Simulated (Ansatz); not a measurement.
Program: Ansatz. Geometries: PBE0-D4/def2-TZVP. ΔE: electronic, gas phase. CBS: MP2 limit from def2 TZ/QZ plus the TZ coupled-cluster correction, frozen cores. This one scheme is used for every species. Functionals use def2-TZVPP. HSE06 is defined as in plane-wave codes. For Ge outer-core shells are correlated without core-valence functions, which leaves a few kJ/mol of doubt a bond. Scalar relativity is left out up to krypton. Each species was taken in one conformer, which may not be the lowest.

Reaction (ligand exchange at a Ge–O bond): `F[SiH2][O][GeH3]` + `BN` → `B[NH][GeH3]` + `O[SiH2]F`

```tsv
level	ΔE (kJ/mol)	difference from CCSD(T)/CBS
B97M-V	44.0	6.6
HSE06-D4	38.1	0.7
ωB97M-V	40.4	3.0
PBE0	37.8	0.4
r2SCANh	41.0	3.6
CAM-B3LYP	43.7	6.3
RPA@PBE/def2-TZVPP	38.1	0.7
CCSD/def2-TZVPP	39.2	1.8
HF/def2-QZVPP	51.9	14.5
MP2/def2-QZVPP	37.3	-0.1
CCSD(T)/CBS	37.4	0
```

Largest T1 diagnostic among the species: 0.013.

From BLYP to BHLYP (50 % exact exchange), in def2-TZVPP and without D4, ΔE moves by +3.1 kJ/mol. In def2-TZVPP, CCSD(T) changes the Hartree–Fock value by −12.5 kJ/mol (the triples alone add −1.3 kJ/mol) and MP2 by −13.3 kJ/mol.
